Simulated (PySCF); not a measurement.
Choosing a molecule for a target property.

All species are isolated and taken at one optimised geometry, non-relativistic unless stated. Electronic properties by PySCF.

Dipoles, sizes and rotational constants follow the conformer. The torsions of the flexible species, by atom-mapped SMILES:
- `[CH:1]#[C:2][C:3]1=[CH:4][C@@H:5]1[CH2:6][F:7]`: C4–C5–C6–F7 87°
- `[CH:1]#[C:2][CH:3]([C:4]#[CH:5])[CH2:6][F:7]`: C2–C3–C6–F7 70°

The conformers of `F[C@@]12C=C[C@H]3[C@@H]1[C@H]32` aren't listed.

Question: Wanted: smallest rotational constant above 1.5 GHz (GFN2-xTB) and electronic spatial extent ⟨r²⟩ about the centre of nuclear charge below 730 bohr² (PBE0/def2-SVPD), at GFN2-xTB geometries. Which candidate meets both?
A. `C#C[C@@H]1C(=C)[C@H]1F`
B. `FC(C#C)(C#C)C`
C. `C#CC1=C[C@@H]1CF`
D. `C#CC(C#C)CF`
E. `C#CC1=CC[C@H]1F`

Answer: B. Computed values:
```csv
species,smallest rotational constant,electronic spatial extent ⟨r²⟩ about the centre of nuclear charge
C#CC1=C[C@@H]1CF,1.174 GHz,925 bohr²
C#CC(C#C)CF,1.385 GHz,812 bohr²
C#C[C@@H]1C(=C)[C@H]1F,1.449 GHz,793 bohr²
C#CC1=CC[C@H]1F,1.557 GHz,744 bohr²
FC(C#C)(C#C)C,1.895 GHz,719 bohr²
```

Question: Wanted: lowest triplet excitation (Tamm–Dancoff) below 4.6 eV (TDA PBE0/def2-SVPD) and HOMO energy above -7 eV (PBE0/def2-SVPD), at GFN2-xTB geometries. Which candidate meets both?
A. `C#CC(C)(F)C#C`
B. `C#CC(C#C)CF`
C. `C(F)[C@H]1C=C1C#C`
D. `C#C[C@@H]1C(=C)[C@H]1F`
E. `F[C@@]12C=C[C@H]3[C@@H]1[C@H]32`

Answer: E. Computed values:
```
                        species  lowest triplet excitation (Tamm–Dancoff)  HOMO energy
              C(F)[C@H]1C=C1C#C                                   3.07 eV     -7.26 eV
F[C@@]12C=C[C@H]3[C@@H]1[C@H]32                                   3.58 eV     -6.69 eV
         C#C[C@@H]1C(=C)[C@H]1F                                   4.24 eV     -7.68 eV
                  C#CC(C)(F)C#C                                   5.05 eV     -8.20 eV
                    C#CC(C#C)CF                                   5.36 eV     -8.07 eV
```

Question: Wanted: lowest singlet excitation between 5 eV and 5.3 eV (TDDFT PBE0/def2-SVPD) and HOMO–LUMO gap below 7 eV (PBE0/def2-SVPD), at GFN2-xTB geometries. Which candidate meets both?
A. `C#CC(C#C)CF`
B. `C#CC(C)(F)C#C`
C. `C#CC1=CC[C@H]1F`
D. `F[C@@]12C=C[C@H]3[C@@H]1[C@H]32`
E. `C#CC1=C[C@@H]1CF`
F. `C#C[C@@H]1C(=C)[C@H]1F`

Answer: C. Computed values:
```
                        species  lowest singlet excitation  HOMO–LUMO gap
               C#CC1=C[C@@H]1CF                    4.76 eV        5.73 eV
                C#CC1=CC[C@H]1F                    5.20 eV        6.02 eV
         C#C[C@@H]1C(=C)[C@H]1F                    5.48 eV        6.80 eV
F[C@@]12C=C[C@H]3[C@@H]1[C@H]32                    5.64 eV        6.54 eV
                  C#CC(C)(F)C#C                    5.99 eV        7.72 eV
                    C#CC(C#C)CF                    6.60 eV        8.41 eV
```
